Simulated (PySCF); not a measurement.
## How methods differ on the excitation energy of F⁺

F⁺ [He] 2s2 2p4 (3P) → F⁺ [He] 2s1 2p5 (3P), as a difference of total energies. All numbers are calculated (PySCF 2.14, no relativity, point nucleus, in aug-cc-pVQZ (6s5p4d3f2g, 80 functions)). Correlated levels: valence: 1s2 frozen. The calculations carry no spin-orbit coupling.

| method | excitation energy (eV) | error (eV) |
| --- | --- | --- |
| UHF | 21.713 | +1.282 |
| LDA | 18.421 | -2.010 |
| PBE | 18.682 | -1.749 |
| PBE0 | 19.479 | -0.952 |
| r2SCAN | 19.519 | -0.912 |
| HSE06 | 19.439 | -0.992 |
| revPBE | 18.742 | -1.689 |
| B2PLYP | 19.947 | -0.484 |
| TPSSh | 19.569 | -0.862 |
| MP2 (valence) | 20.741 | +0.310 |
| SCS-MP2 (valence) | 20.653 | +0.222 |

Reference: 20.431 eV (measured; NIST levels, between the centres of gravity of the two terms).

Errors of the correlated levels include the incompleteness of this basis and the frozen core.
